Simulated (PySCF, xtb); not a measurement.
BH3Se3, SMILES [SeH]B([SeH])[SeH]. Atoms are numbered in the order given.

```xyz
7

B     -0.0360     0.0064     0.0000
Se     1.9172    -0.1202     0.0000
H      2.1616     1.3356     0.0000
Se    -0.8554     1.7737     0.0000
H     -2.2625     1.3283     0.0000
Se    -0.9846    -1.6996     0.0000
H     -2.3439    -1.1288     0.0000
```
Charge 0, spin multiplicity 1.

The structure is a stationary point at B3LYP-D3(BJ)/def2-SVP. One conformer was computed; it need not be the lowest.

Method: C-PCM-B3LYP/def2-SVP (PySCF).

The values are the electrostatic part of the solvation free energy, E(continuum) − E(gas) at the gas-phase geometry, in a cavity of scaled van der Waals radii (PySCF's table); cavitation and dispersion terms are not included. In vacuum the orbital gap is 5.68 eV. The dipole moment in vacuum is 1.23 D.

Computed values in water (ε = 78.36), tetrahydrofuran (ε = 7.43), acetonitrile (ε = 35.69):
```tsv
solvent	ε	ΔG(elec) (kcal/mol)	dipole (D)	gap (eV)
water	78.36	-4.1	1.97	5.69
tetrahydrofuran	7.43	-3.5	1.84	5.69
acetonitrile	35.69	-4.0	1.95	5.69
```

For comparison, GFN2-xTB/ALPB(water) (xtb, at the GFN2-xTB geometry, all terms of that model) gives -2.8 kcal/mol.
